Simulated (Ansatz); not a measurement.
Geometry optimisation, Ansatz 0.2.0, UKS PBE/def2-SVP.

The input (input.yaml):

```yaml
crystal:
  periodic: [false, false, false]
  atoms:
    - { symbol: Al, position_ang: [-7.0e-06, -4.7e-05, -0.35569] }
    - { symbol: H, position_ang: [0.000673, 0.000941, 2.403244] }
    - { symbol: Cl, position_ang: [1.855522, -8.1e-05, -1.386651] }
    - { symbol: Cl, position_ang: [-1.855596, -8.1e-05, -1.386502] }
    - { symbol: F, position_ang: [-0.000592, -0.000732, 3.3356] }
magnetization:
  spin_polarized: true
  initial_magnetization: 1
basis:
  gaussian: { orbitals: def2-SVP }
hamiltonian:
  xc: pbe
relax:
  f_tol: 0.03
  max_steps: 50
```

Command:

```bash
$ ansatz run input.yaml --threads 2 --pin off --max-ram 3072MiB --backend cpu --events-out ev --progress --plain --runs-dir out
```

Task: Where does it end, and by what steps?

Result: The run converged. After 19 steps the energy has fallen by 0.497 eV; F5 moved furthest, 1.48 Å.

| step | energy less start (eV) | largest force component (eV/Å) | accepted |
| --- | --- | --- | --- |
| 0 | 0.0000 | 0.340 | yes |
| 1 | -0.0098 | 0.398 | yes |
| 2 | 0.0547 | 2.230 | no |
| 3 | -0.0118 | 0.079 | yes |
| 4 | -0.0149 | 0.382 | yes |
| 5 | -0.0378 | 0.450 | yes |
| 6 | -0.0378 | 0.450 | yes |
| 7 | 0.1231 | 2.498 | no |
| 8 | -0.0556 | 0.422 | yes |
| 9 | -0.0825 | 0.427 | yes |
| 10 | -0.1288 | 0.625 | yes |
| 11 | -0.1737 | 0.239 | yes |
| 12 | -0.2006 | 2.009 | yes |
| 13 | -0.3256 | 1.132 | yes |
| 14 | -0.4296 | 0.440 | yes |
| 15 | -0.4722 | 0.336 | yes |
| 16 | -0.4820 | 0.384 | yes |
| 17 | -0.4920 | 0.209 | yes |
| 18 | -0.4963 | 0.171 | yes |
| 19 | -0.4971 | 0.017 | yes |

```xyz
5
Properties=species:S:1:pos:R:3
Al 0.023 0.494 -0.103
H 0.051 0.482 2.438
Cl 1.787 -0.457 -0.842
Cl -1.875 -0.228 -0.768
F 0.014 -0.290 1.885
```

Whether the end is a true minimum wasn't checked by a vibrational analysis.

Time of the run: 22 s on 2 threads of Intel(R) Xeon(R) Platinum 8488C (Sapphire Rapids), on a shared host, peak memory 0.16 GiB.
